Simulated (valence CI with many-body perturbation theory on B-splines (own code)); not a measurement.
Ladder of approximations for Mo10+

Computed by configuration interaction combined with many-body perturbation theory (CI+MBPT): four valence electrons over a frozen Dirac-Fock core [Ar] 3d10, a basis of 11 s, 11 p, 9 d, 7 f, 5 g, 2 h, 1 i functions for each j, with the one-electron correlation potential Σ1 (screened to all orders), the two-electron term Σ2, the three-electron term Σ3, Breit, model QED; selected single and double excitations, second order for the rest, scaled by the run's own slope (own B-spline code, finite nucleus).

No measured spectrum was set against this ion. As an estimate, levels hold to about 250 cm⁻¹ or 0.2 % of their energy and the worst to 1 %, as in measured heavy ions of charge 2 to 7; those with d or f electrons hold less well.

Each rung adds one term. CI alone is the Dirac-Coulomb CI over the frozen core; QED comes last and gives the full result, which names the levels. Energies are above 4s2.4p2 3P_0 on the same rung, in cm⁻¹.

Names give the largest LS component (configuration and term), which can be under half, so a name can repeat, a term be missing and a line seem to break the LS rules; names also repeat where a configuration has a term twice.

```
          Level  CI alone    + Σ1    + Σ2    + Σ3  + Breit    Full
   4s2.4p2 3P_1     17329   17697   17910   17937    17568   17617
   4s2.4p2 3P_2     26982   27429   27538   27547    27099   27155
   4s2.4p2 1D_2     54575   55383   55460   55450    54682   54778
   4s2.4p2 1S_0     85335   86211   85737   85600    84866   84950
   4s.4p3 5S°_2    197026  198356  201595  201767   201497  200937
   4s.4p3 3D°_1    248320  249742  250989  251055   250816  250279
   4s.4p3 3D°_2    249194  250663  252063  252134   251828  251296
   4s.4p3 3D°_3    256059  257686  259222  259307   258806  258294
   4s.4p3 3P°_0    282643  284334  284913  284897   284462  283943
   4s.4p3 3P°_1    285169  286926  287465  287461   286942  286435
   4s.4p3 3P°_2    288066  289881  290455  290470   289873  289386
   4s.4p3 1D°_2    320171  322135  321210  321253   320500  320087
   4s.4p3 3S°_1    340658  342397  335936  335830   335517  334953
   4s.4p3 1P°_1    369922  372126  366801  366682   365918  365434
4s2.4p.4d 3F°_2    380584  382506  382592  382698   381867  381863
4s2.4p.4d 3F°_3    391205  393310  393550  393662   392595  392625
4s2.4p.4d 3F°_4    407622  410041  410530  410653   409238  409311
4s2.4p.4d 3P°_2    418294  420391  416607  416598   415704  415650
4s2.4p.4d 3D°_1    427866  429987  425976  425940   425097  425076
4s2.4p.4d 1D°_2    436945  439360  435592  435581   434401  434384
4s2.4p.4d 3P°_0    441713  444161  441205  441215   440038  440066
4s2.4p.4d 3P°_1    445886  448356  444732  444719   443511  443534
4s2.4p.4d 3D°_3    448661  451128  446814  446776   445533  445556
4s2.4p.4d 3D°_2    449682  452203  448220  448197   446915  446939
4s2.4p.4d 1F°_3    481264  483879  479198  479043   477764  477821
4s2.4p.4d 1P°_1    487994  490635  486293  486067   484810  484839
       4p4 3P_2    511056  513625  513153  513250   513040  511965
       4p4 3P_0    531898  534722  533973  534041   533636  532588
       4p4 3P_1    533166  536143  536039  536148   535534  534523
       4p4 1D_2    539777  542769  542969  543061   542430  541418
 4s.4p2.4d 5F_1    558290  561050  564301  564537   563923  563306
```

**Question.** How does the ionisation energy move along the ladder, and which term matters most?

**Answer.** CI alone 208.54, + Σ1 209.58, + Σ2 209.44, + Σ3 209.39, + Breit 209.26, + QED 209.28 eV. The largest step is Σ1, 1.04 eV. NIST lists 209.3 ± 1.2 eV (theoretical).
